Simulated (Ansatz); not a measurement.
```xyz
12

B     2.168    0.191   -1.747
O     1.046    0.641   -1.187
B    -0.116    1.018   -0.651
Si   -1.426   -0.356    0.047
Al   -0.967   -0.670    2.439
H     2.183    0.011   -2.931
H     3.115   -0.009   -1.042
H    -0.316    2.198   -0.549
H    -2.820    0.142   -0.138
H    -1.279   -1.651   -0.682
H     0.052   -1.791    2.920
H    -1.641    0.275    3.523
```

The species carries charge 0 and has multiplicity 1.

Q: List the PBE/def2-TZVPP orbital energies in eV (the Gaussian-basis code of Ansatz). (Best estimate.)

A: The calculation gave: Occupied: -1779.10, -1506.92, -511.89, -178.18, -177.99, -136.92, -107.18, -93.65, -93.64, -93.62, -69.31, -69.05, -69.03, -26.57, -16.12, -13.14, -11.17, -11.08, -10.83, -10.04, -9.72, -8.40, -7.64, -7.32, -7.05, -6.24. Lowest empty: -3.06, -1.94, -1.76, -0.60, -0.26, 0.26, 0.84, 1.00.
